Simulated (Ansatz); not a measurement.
A set of 12 reactions (atomization), with CCSD(T)/CBS values in kJ/mol:

```csv
reaction,ΔE
`C1O[AsH]PS1` → As• + C• + 4 H• + O• + P• + S•,2911.7
`N/C(Cl)=N/[SiH3]` → C• + Cl• + 5 H• + 2 N• + Si•,3467.9
`C=C([SiH3])[TeH]` → 2 C• + 6 H• + Si• + Te•,3350.9
`C[CH]([SiH3])[AlH][F]` → Al• + 2 C• + F• + 8 H• + Si•,4586.0
`[OH][Zn][NH]B[SiH3]` → B• + 6 H• + N• + O• + Si• + Zn (atom),3495.2
`C=NC(=N)[TeH]` → 2 C• + 4 H• + 2 N• + Te•,3287.8
`CCCCCCCC(C)=O` → 9 C• + 18 H• + O•,11476.2
`C[Si]1(Br)CN1` → Br• + 2 C• + 6 H• + N• + Si•,4000.2
`C/N=C(\C)NC` → 4 C• + 10 H• + 2 N•,6260.1
`C/C(Cl)=C\I` → 3 C• + Cl• + 4 H• + I•,3340.8
`C/N=C(/S)Cl` → 2 C• + Cl• + 4 H• + N• + S•,3243.4
`C[Si]1(N)CO1` → 2 C• + 7 H• + N• + O• + Si•,4580.9
```

Calculated with Ansatz (gas phase, PBE0-D4/def2-TZVP geometries, no zero-point term in ΔE). CCSD(T)/CBS is the MP2 limit (def2-TZVPP, def2-QZVPP) plus CCSD(T) − MP2 in def2-TZVPP, frozen cores. This one scheme is used for every species, atoms too. For atomizations the MP2-based limit and the directly extrapolated one differ by several kJ/mol either way, and by 10 to 25 for some Ge, Se and Sn compounds, so smaller differences from it don't rank the levels. Double bonds are as drawn, so ΔE can hold a change between cis and trans. DFT in def2-TZVPP. No spin–orbit coupling; open shells (•) take unrestricted orbitals. Spin–orbit coupling would lower the free atoms: a little for Al, B, C, Cl, F, O, S, Si; clearly for Br; strongly for I, Te. Elements past krypton have def2 core potentials. For As, Br, I, Te, Zn outer-core shells are correlated without core-valence functions, so the limit isn't a true one: a few kJ/mol of doubt a bond, and 10 to 20 or more in all where bonds break to atoms. Scalar relativity is left out up to krypton. One conformer a species, not always the lowest.

(1) Give the mean, mean absolute and largest difference (level minus CCSD(T)/CBS, kJ/mol) for: LDA (SPW92), revPBE-D4, BLYP-D4, r2SCAN0-D4, B2PLYP, BHLYP, CAM-B3LYP, HF/def2-SVP, MP2/def2-SVP, CCSD/def2-SVP, HF/def2-TZVPP, MP2/def2-QZVPP, SCS-MP2/def2-QZVPP, HF/CBS(def2). (Estimate.)

The largest T1 diagnostic in the set is 0.018, for Al• (customary mark 0.045).

CCSD(T)/CBS is a level of theory with its own doubt, and the functionals carry their triple-zeta basis error, so these figures describe this set and don't rank the functionals.

Results:

(1) Ansatz gave: 
```json
{"level": "LDA (SPW92)", "mean": "685.3", "mean absolute": "685.3", "largest": "1595.3"}
{"level": "revPBE-D4", "mean": "3.4", "mean absolute": "39.0", "largest": "-84.1"}
{"level": "BLYP-D4", "mean": "8.6", "mean absolute": "36.6", "largest": "83.4"}
{"level": "r2SCAN0-D4", "mean": "-61.4", "mean absolute": "61.4", "largest": "-103.5"}
{"level": "B2PLYP", "mean": "-49.1", "mean absolute": "49.1", "largest": "-104.5"}
{"level": "BHLYP", "mean": "-170.1", "mean absolute": "170.1", "largest": "-332.5"}
{"level": "CAM-B3LYP", "mean": "-6.2", "mean absolute": "17.0", "largest": "39.7"}
{"level": "HF/def2-SVP", "mean": "-1284.3", "mean absolute": "1284.3", "largest": "-2702.2"}
{"level": "MP2/def2-SVP", "mean": "-218.2", "mean absolute": "218.2", "largest": "-314.8"}
{"level": "CCSD/def2-SVP", "mean": "-319.3", "mean absolute": "319.3", "largest": "-505.6"}
{"level": "HF/def2-TZVPP", "mean": "-1303.3", "mean absolute": "1303.3", "largest": "-2857.1"}
{"level": "MP2/def2-QZVPP", "mean": "20.2", "mean absolute": "23.6", "largest": "49.9"}
{"level": "SCS-MP2/def2-QZVPP", "mean": "12.6", "mean absolute": "14.8", "largest": "30.3"}
{"level": "HF/CBS(def2)", "mean": "-1295.0", "mean absolute": "1295.0", "largest": "-2847.0"}
```
